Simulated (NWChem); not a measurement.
System: boron monoxide dimer (B₂O₂); SMILES B(B=O)=O

The following NWChem deck was run.

```
start job
memory heap 200 mb stack 900 mb global 1100 mb
geometry units angstroms noautoz
  O      0.000000     0.000000    -2.025435
  B      0.000000     0.000000    -0.826223
  B      0.000000     0.000000     0.826223
  O      0.000000     0.000000     2.025435
end
basis spherical
  * library def2-svpd
end
dft
  xc b3lyp
  iterations 150
  mulliken
end
task dft energy
```

Excerpt of the output:

```
             Northwest Computational Chemistry Package (NWChem) 7.3.0
             --------------------------------------------------------

 ORDER OF PRIMARY AXIS IS BEING SET TO 4
 D4H symmetry detected

                             Geometry "geometry" -> ""
                             -------------------------

 Output coordinates in angstroms (scale by  1.889725989 to convert to a.u.)

  No.       Tag          Charge          X              Y              Z
 ---- ---------------- ---------- -------------- -------------- --------------
    1 O                    8.0000     0.00000000     0.00000000    -2.02543500
    2 B                    5.0000     0.00000000     0.00000000    -0.82622300
    3 B                    5.0000     0.00000000     0.00000000     0.82622300
    4 O                    8.0000     0.00000000     0.00000000     2.02543500

 Effective nuclear repulsion energy (a.u.)      66.5136065449

      Symmetry information
      --------------------

 Group name             D4h
 Group number             28
 Group order              16
 No. of unique centers     2

                                 NWChem DFT Module
                                 -----------------

 Summary of "ao basis" -> "ao basis" (spherical)
 ------------------------------------------------------------------------------
       Tag                 Description            Shells   Functions and Types
 ---------------- ------------------------------  ------  ---------------------
 O                         def2-svpd                 9       23   4s3p2d
 B                         def2-svpd                 8       20   4s2p2d

      Symmetry analysis of basis
      --------------------------

        a1g        17
        a1u         0
        a2g         0
        a2u        17
        b1g         4
        b1u         4
        b2g         4
        b2u         4
        eg         18
        eu         18

            General Information
            -------------------
          SCF calculation type: DFT
          Wavefunction type:  closed shell.
          No. of atoms     :     4
          No. of electrons :    26
           Alpha electrons :    13
            Beta electrons :    13
          Charge           :     0
          Spin multiplicity:     1
          Use of symmetry is: on ; symmetry adaption is: on
          Maximum number of iterations: 150
          AO basis - number of functions:    86
                     number of shells:    34
          Convergence on energy requested:  1.00D-06
          Convergence on density requested:  1.00D-05
          Convergence on gradient requested:  5.00D-04

              XC Information
              --------------
                         B3LYP Method XC Potential
                     Hartree-Fock (Exact) Exchange  0.200
                        Slater Exchange Functional  0.800 local
                    Becke 1988 Exchange Functional  0.720 non-local
              Lee-Yang-Parr Correlation Functional  0.810
                  VWN I RPA Correlation Functional  0.190 local

             Grid Information
             ----------------
          Grid used for XC integration:  medium
          Radial quadrature: Mura-Knowles
          Angular quadrature: Lebedev.
          Tag              B.-S. Rad. Rad. Pts. Rad. Cut. Ang. Pts.
          ---              ---------- --------- --------- ---------
          O                   0.60       49          12.0       434
          B                   0.85       49          11.0       434
          Grid pruning is: on
          Number of quadrature shells:    98
          Spatial weights used:  Erf1

      Superposition of Atomic Density Guess
      -------------------------------------

 Sum of atomic energies:        -198.39686344

      Non-variational initial energy
      ------------------------------

 Total energy =    -199.416505
 1-e energy   =    -401.532496
 2-e energy   =     135.602385
 HOMO         =      -0.548086
 LUMO         =      -0.044044

      Symmetry analysis of molecular orbitals - initial
      -------------------------------------------------

 !! scf_movecs_sym_adapt:   16 vectors were symmetry contaminated

  Symmetry fudging

 !! scf_movecs_sym_adapt:   16 vectors were symmetry contaminated

  Numbering of irreducible representations:

     1 a1g         2 a1u         3 a2g         4 a2u         5 b1g
     6 b1u         7 b2g         8 b2u         9 eg         10 eu

  Orbital symmetries:

     1 a2u         2 a1g         3 a1g         4 a2u         5 a1g
     6 a2u         7 a1g         8 a2u         9 eu         10 eu
    11 eg         12 eg         13 a1g        14 eu         15 eu
    16 a2u        17 a1g        18 a2u        19 eu         20 eu
    21 a1g        22 eg         23 eg

     ---------------------------------------------
      Total Density - Mulliken Population Analysis
     ---------------------------------------------

    Atom       Charge   Shell Charges
 -----------   ------   -------------------------------------------------------
    1 O    8     8.92   1.99  1.15  0.63  0.19  3.15  1.71  0.07  0.01  0.02
    2 B    5     4.08   1.99  0.93  0.06 -0.06  1.01 -0.06  0.09  0.11
    3 B    5     4.08   1.99  0.93  0.06 -0.06  1.01 -0.06  0.09  0.11
    4 O    8     8.92   1.99  1.15  0.63  0.19  3.15  1.71  0.07  0.01  0.02

   convergence    iter        energy       DeltaE   RMS-Dens  Diis-err
 ---------------- ----- ----------------- --------- --------- ---------
 d= 0,ls=0.0,diis     1   -199.8411837500 -2.66D+02  4.04D-02  1.84D+00
 d= 0,ls=0.0,diis     2   -198.0459498441  1.80D+00  2.70D-02  1.86D+01
 d= 0,ls=0.0,diis     3   -200.1007965720 -2.05D+00  2.72D-03  3.17D-02
 d= 0,ls=0.0,diis     4   -200.1040279671 -3.23D-03  8.04D-04  2.08D-03
 d= 0,ls=0.0,diis     5   -200.1042133171 -1.85D-04  1.59D-04  1.06D-04
  Resetting Diis
 d= 0,ls=0.0,diis     6   -200.1042287132 -1.54D-05  2.39D-05  6.18D-07
 d= 0,ls=0.0,diis     7   -200.1042288088 -9.56D-08  3.47D-06  2.75D-08

         Total DFT energy =     -200.104228808833
      One electron energy =     -404.231711247130
           Coulomb energy =      162.850960943935
    Exchange-Corr. energy =      -25.237085050539
 Nuclear repulsion energy =       66.513606544900

 Numeric. integr. density =       26.000001601814

                  Occupations of the irreducible representations
                  ----------------------------------------------

                     irrep           alpha         beta
                     --------     --------     --------
                     a1g               5.0          5.0
                     a1u               0.0          0.0
                     a2g               0.0          0.0
                     a2u               4.0          4.0
                     b1g               0.0          0.0
                     b1u               0.0          0.0
                     b2g               0.0          0.0
                     b2u               0.0          0.0
                     eg                2.0          2.0
                     eu                2.0          2.0

                       DFT Final Molecular Orbital Analysis
                       ------------------------------------

 Vector   11  Occ=2.000000D+00  E=-4.168286D-01  Symmetry=eu
              MO Center=  8.2D-15, -6.7D-15,  1.1D-13, r^2= 3.8D+00
   Bfn.  Coefficient  Atom+Function         Bfn.  Coefficient  Atom+Function
  ----- ------------  ---------------      ----- ------------  ---------------
     5      0.287655  1 O  px                68      0.287655  4 O  px
     6     -0.243796  1 O  py                69     -0.243796  4 O  py
    28     -0.189117  2 B  px                48     -0.189117  3 B  px
     8      0.169157  1 O  px                71      0.169157  4 O  px
    29      0.160283  2 B  py                49      0.160283  3 B  py

 Vector   12  Occ=2.000000D+00  E=-3.965756D-01  Symmetry=eg
              MO Center= -3.6D-17, -1.7D-17, -6.8D-15, r^2= 4.1D+00
   Bfn.  Coefficient  Atom+Function         Bfn.  Coefficient  Atom+Function
  ----- ------------  ---------------      ----- ------------  ---------------
     6      0.295733  1 O  py                69     -0.295733  4 O  py
     5      0.287080  1 O  px                68     -0.287080  4 O  px
     9      0.176396  1 O  py                72     -0.176396  4 O  py
     8      0.171235  1 O  px                71     -0.171235  4 O  px
    29     -0.144440  2 B  py                49      0.144440  3 B  py

 Vector   13  Occ=2.000000D+00  E=-3.965756D-01  Symmetry=eg
              MO Center= -8.3D-17,  2.4D-16, -8.3D-14, r^2= 4.1D+00
   Bfn.  Coefficient  Atom+Function         Bfn.  Coefficient  Atom+Function
  ----- ------------  ---------------      ----- ------------  ---------------
     5      0.295733  1 O  px                68     -0.295733  4 O  px
     6     -0.287080  1 O  py                69      0.287080  4 O  py
     8      0.176396  1 O  px                71     -0.176396  4 O  px
     9     -0.171235  1 O  py                72      0.171235  4 O  py
    28     -0.144440  2 B  px                48      0.144440  3 B  px

 Vector   14  Occ=0.000000D+00  E=-1.007655D-01  Symmetry=eu
              MO Center= -1.1D-15, -1.8D-15, -4.9D-15, r^2= 2.9D+00
   Bfn.  Coefficient  Atom+Function         Bfn.  Coefficient  Atom+Function
  ----- ------------  ---------------      ----- ------------  ---------------
    29      0.315867  2 B  py                49      0.315867  3 B  py
     6      0.254119  1 O  py                69      0.254119  4 O  py
     9      0.203000  1 O  py                72      0.203000  4 O  py
    32     -0.178091  2 B  py                52     -0.178091  3 B  py
    40     -0.141540  2 B  d -1              60      0.141540  3 B  d -1

[...]
```

Level: B3LYP/def2-SVPD. Geometry: optimised at PBE0/def2-SVP. B3LYP is NWChem's, with the RPA form of VWN correlation.
